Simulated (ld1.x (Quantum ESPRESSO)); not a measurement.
## Reading a pseudo-wave (nitrogen)

Columns: radius, all-electron u(r) and pseudo u(r) of the 2s shell (level -18.58 eV) of nitrogen in the configuration [He] 2s2 2p3; PBE, scalar-relativistic, ultrasoft scheme, ld1.x (Quantum ESPRESSO) 7.5.

```json
{"r (bohr)": "0.103", "all-electron": "0.3842", "pseudo": "-0.1590"}
{"r (bohr)": "0.205", "all-electron": "0.2823", "pseudo": "-0.3104"}
{"r (bohr)": "0.308", "all-electron": "0.0282", "pseudo": "-0.4515"}
{"r (bohr)": "0.410", "all-electron": "-0.2376", "pseudo": "-0.5752"}
{"r (bohr)": "0.513", "all-electron": "-0.4679", "pseudo": "-0.6807"}
{"r (bohr)": "0.615", "all-electron": "-0.6439", "pseudo": "-0.7644"}
{"r (bohr)": "0.718", "all-electron": "-0.7688", "pseudo": "-0.8274"}
{"r (bohr)": "0.820", "all-electron": "-0.8461", "pseudo": "-0.8691"}
{"r (bohr)": "0.923", "all-electron": "-0.8856", "pseudo": "-0.8916"}
{"r (bohr)": "1.025", "all-electron": "-0.8951", "pseudo": "-0.8956"}
{"r (bohr)": "1.128", "all-electron": "-0.8825", "pseudo": "-0.8825"}
{"r (bohr)": "1.230", "all-electron": "-0.8543", "pseudo": "-0.8543"}
{"r (bohr)": "1.332", "all-electron": "-0.8155", "pseudo": "-0.8155"}
{"r (bohr)": "1.435", "all-electron": "-0.7696", "pseudo": "-0.7696"}
{"r (bohr)": "1.538", "all-electron": "-0.7198", "pseudo": "-0.7198"}
{"r (bohr)": "1.640", "all-electron": "-0.6690", "pseudo": "-0.6690"}
{"r (bohr)": "1.743", "all-electron": "-0.6177", "pseudo": "-0.6177"}
{"r (bohr)": "1.845", "all-electron": "-0.5681", "pseudo": "-0.5681"}
{"r (bohr)": "1.948", "all-electron": "-0.5200", "pseudo": "-0.5200"}
{"r (bohr)": "2.050", "all-electron": "-0.4747", "pseudo": "-0.4747"}
{"r (bohr)": "2.153", "all-electron": "-0.4318", "pseudo": "-0.4318"}
{"r (bohr)": "2.255", "all-electron": "-0.3922", "pseudo": "-0.3922"}
{"r (bohr)": "2.358", "all-electron": "-0.3551", "pseudo": "-0.3551"}
{"r (bohr)": "2.460", "all-electron": "-0.3213", "pseudo": "-0.3213"}
{"r (bohr)": "2.562", "all-electron": "-0.2903", "pseudo": "-0.2903"}
{"r (bohr)": "2.665", "all-electron": "-0.2616", "pseudo": "-0.2616"}
```

**Question.** How many radial nodes do the two functions have?

**Answer.** The all-electron 2s function has n − l − 1 = 1; the pseudo-wave has 0, since the states of the same l below it are removed with the core.

**Question.** At about which radius was the pseudo-wave matched?

**Answer.** 1.10 bohr, where the columns begin to agree (steps of 0.10 bohr).

**Question.** Where does each function peak?

**Answer.** Outermost all-electron maximum near 1.02 bohr, pseudo maximum near 1.02 bohr (to the table’s step).

**Question.** Is the pseudo-wave norm-conserving?

**Answer.** No, it belongs to an ultrasoft set: the norm inside the radius is not constrained, and the difference is carried by the augmentation charge.
